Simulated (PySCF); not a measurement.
## Computed structure and properties of [YbOF]−

System: [YbOF]− (singlet in the valence; each metal's 4f electrons, 14 of them, lie in its core potential, out of spins and levels); start: template (Cs). Method: PySCF 2.14.0, RKS PBE0, Yb lcecp-0-SVP with ECP60, O def2-SVP, F def2-SVP; non-relativistic Hamiltonian with scalar-relativistic core potentials where named; density fitting; no spin-orbit coupling.

Input of the relaxation:

```python
mol = gto.M(atom='''
Yb     0.04888     0.00000    -0.14024
O      1.77638     0.00000     0.63286
F     -1.94302     0.00000     0.75116''',
    basis={'Yb': 'lcecp-0-SVP', 'O': 'def2-SVP', 'F': 'def2-SVP'},
    ecp={'Yb': 'lcecp-0-SVP'},
    charge=-1, spin=0)
mf = dft.RKS(mol, xc='PBE0')
mf.grids.atom_grid = (50, 194)  # f atoms: unpruned, at least (60, 302)
mf = mf.density_fit()  # fitting sets: Yb AutoAux, O def2-universal-JKFIT, F def2-universal-JKFIT
mf.conv_tol = 1e-08; mf.max_cycle = 55
mf.kernel(dm0)  # dm0: converged density of the start geometry
# quasi-Newton relaxation in Cartesian coordinates to a largest gradient under 0.00045 Eh/bohr, steps kept in the point group
```

Run from Python with OMP_NUM_THREADS=2; the lines above give its settings. Where DIIS fails, smearing, a level shift and second-order steps follow.
It took 7.7 s on 2 threads of Arm Neoverse V1, with other jobs on the host, from the converged density of the start.

Course of the relaxation:

```csv
step,energy above end (eV),largest force component within the symmetry (eV/Å)
0,0.2891,3.531
1,0.0253,0.956
2,0.0028,0.326
3,0.0002,0.063
4,0.0000,0.022
5,0.0000,0.012
```

Relaxed geometry (Cs):

```xyz
3

Yb   -0.0085    0.0000   -0.2110
O     1.8369    0.0000    0.6826
F    -1.9461    0.0000    0.7722
```

```tsv
contact	Å
Yb1–O2 (O)	2.050
Yb1–F3 (F)	2.173
```

On the finer grid (75, 302):

```json
{
  "HOMO": "not given (4f levels lie in the core)",
  "LUMO": "not given (4f levels lie in the core)",
  "Dipole about the centre of mass": "7.43 D",
  "Set of Mulliken populations of Yb1 outside the core potential": "s 2.31, p 6.35, d 1.05, f 0.02",
  "D3(BJ) dispersion energy (not in the energies)": "-0.026 eV"
}
```

| atom | Mulliken (e) | Löwdin (e) | spin (e) |
| --- | --- | --- | --- |
| Yb1 | 0.28 | 0.12 | 0.00 |
| O2 | -0.69 | -0.62 | 0.00 |
| F3 | -0.59 | -0.50 | 0.00 |

The 4f levels lie in the core potential and are missing. The highest filled level lies above zero, as often for anions with such functionals and bases; it isn't the detachment energy.

On the grid (50, 194), as all that follows. Harmonic modes: a minimum; lowest 110 cm⁻¹ (negative: unstable), highest 566 cm⁻¹, zero-point energy 0.068 eV.

Rigid scan of O along the line from its metal:

distance to O2 (Å), energy (eV) and a bar:
```
     1.75      1.217 ##############################
     1.85      0.462 ###########
     1.95      0.098 ##
     2.05      0.000 
     2.15      0.075 ##
     2.25      0.260 ######
     2.35      0.509 #############
     2.50      0.938 #######################
```

Taking off one F (charge -1, singlet; the rest: singlet) in vacuum, both parts rigid, costs 4.69 eV; the small basis without counterpoise inflates it.

Rigid scan of F along the line from its metal:

```csv
distance to F3 (Å),energy (eV)
1.87,0.821
1.97,0.306
2.07,0.064
2.17,0.000
2.27,0.048
2.37,0.164
2.57,0.496
2.87,1.050
3.27,1.712
3.77,2.361
```

One start shape was tried, so this needn't be the lowest isomer.

An lcecp potential fixes the number of 4f electrons, so in runs with it no electron can move into or out of that shell.
